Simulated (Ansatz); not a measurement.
## A cut through the energy surface

CF2InN (SMILES N#[C][In]([F])[F]), closed shell, at its PBE0-D4/def2-TZVP minimum:

```
atom    x (Å)    y (Å)    z (Å)
  N1   1.2980  -1.5922   1.5896
  C2   0.7249  -0.8903   0.8786
 In3  -0.3060   0.3723  -0.4003
  F4  -1.8721  -0.1548  -1.3755
  F5   0.2051   2.1914  -0.7337
```

The bond length N1–C2 (1.152 Å at the minimum) is set to the values below, the two halves moving rigidly along the bond. Each method's energies count from its own value at the PBE0-D4 minimum structure. Program: Ansatz 0.2.0. Basis: def2-TZVPP. Cores are frozen in the correlated methods. Filled d shells of the heavier atoms are correlated. Core potentials replace the inner electrons of the atoms past krypton. The def2 sets are not built for correlating such inner shells, so the correlated values are less sure here. B3LYP uses VWN-RPA correlation.

| bond length (Å) | CCSD(T) (eV) | B3LYP-D4 (eV) | r2SCAN-D4 (eV) | wB97M-V (eV) |
| --- | --- | --- | --- | --- |
| 1.037 | 1.228 | 1.043 | 1.104 | 1.024 |
| 1.060 | 0.781 | 0.635 | 0.682 | 0.616 |
| 1.094 | ? | 0.235 | 0.264 | 0.220 |
| 1.133 | 0.053 | 0.024 | 0.033 | 0.018 |
| 1.177 | -0.004 | 0.034 | 0.022 | 0.044 |
| 1.224 | ? | 0.265 | 0.232 | 0.296 |
| 1.274 | ? | 0.692 | 0.636 | 0.752 |
| 1.327 | 1.014 | 1.284 | 1.205 | 1.381 |
| 1.382 | 1.636 | 1.996 | 1.895 | 2.138 |

**Question.** Fill in the withheld CCSD(T) values. (Judge from chemistry; the value comes from the calculation.)

**Answer.** By the calculation: 0.326 eV at 1.094 Å; 0.155 eV at 1.224 Å; 0.505 eV at 1.274 Å. These count from the CCSD(T) energy at the PBE0-D4 minimum.

Minimum and curvature along this coordinate at CCSD(T): A fifth-order fit through the nearest points gives 1.166 Å, with a curvature of about 110 eV/Å².

**Question.** Treat the two halves as rigid bodies and work out the harmonic wavenumber of this stretch from that curvature (ν̃ = 521.5 √(k/μ) cm⁻¹ with k in eV/Å² and μ in u).

**Answer.** The halves weigh 14.01 and 164.82 u, so μ = 14.01 × 164.82/178.83 = 12.912 u and ν̃ = 521.5 √(110/12.912) ≈ 1500 cm⁻¹. A true normal mode mixes in other motions, so this is a guide only.

Largest difference from the CCSD(T) curve over the scan: PBE-D4 0.032; PBE0-D4 0.424; HF 1.207; MP2 0.318 eV. Each curve counts from its own value at the minimum.

The T1 diagnostic stays at or below 0.020. The restricted Hartree–Fock reference is unstable towards an unrestricted one here. The program raised a doubt about the electronic state.

For scale, one of the runs: CCSD(T)/def2-TZVPP, 174 basis functions (an equivalent command: `ansatz run in.yaml --threads 4`). Hardware: 4 CPU threads, shared host. Wall time 58 s; peak host memory 1.9 GiB.
